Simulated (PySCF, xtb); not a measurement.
Si(CF3)(Cl)(H)2 (CH2ClF3Si), SMILES FC([SiH2]Cl)(F)F.

Harmonic wavenumbers (cm⁻¹) from GFN2-xTB (xtb) at its own minimum, in rising order: 29, 97, 190, 228, 382, 443, 462, 484, 559, 581, 654, 702, 751, 1026, 1029, 1136, 2325, 2340.

### Question
What does PBE0-D3(BJ)/def2-SVP (PySCF 2.14.0) give at its own minimum? (Estimate from the structure and the level; the computed values follow.)

### Answer
55, 105, 213, 257, 415, 504, 537, 581, 608, 703, 760, 859, 936, 1186, 1207, 1261, 2282, 2297. Paired by order, the mean absolute difference is 84 cm⁻¹ and the zero-point energies are 19.2 and 21.1 kcal/mol.
